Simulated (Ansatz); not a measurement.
Be2S2. The state is a triplet with charge 0. Geometry PBE-D4/def2-TZVP; atoms count from 1.

```xyz
4

Be   -0.0691    0.1641   -1.0721
Be    0.0691   -0.1641    1.0721
S     1.5454    0.5392   -0.0171
S    -1.5454   -0.5392    0.0171
```

At PBE0-D4/def2-TZVP a singlet of charge 0 lies 2.37 eV below the triplet, each at its own geometry. The structure comes from a short search, and lower isomers may exist.

Q: Estimate the Mulliken populations from the PBE0/def2-TZVP orbitals of Ansatz.

A: 
```
atom  charge (e)  spin (α − β)
 Be1        0.02          0.48
 Be2        0.02          0.48
  S3       -0.02          0.52
  S4       -0.02          0.52
```
Mulliken values depend strongly on the basis.

Q: Where does the spin sit?

A: Summed by element: Be 0.96, S 1.04, of 2 unpaired in all. Largest on single atoms: S3 0.52, S4 0.52, Be1 0.48.

Q: And the Mayer bond orders between heavy atoms (over 0.3)?

A: Be1–Be2 0.48 (2.17 Å); Be1–S3 1.06 (1.96 Å); Be1–S4 1.06 (1.96 Å); Be2–S3 1.06 (1.96 Å); Be2–S4 1.06 (1.96 Å).
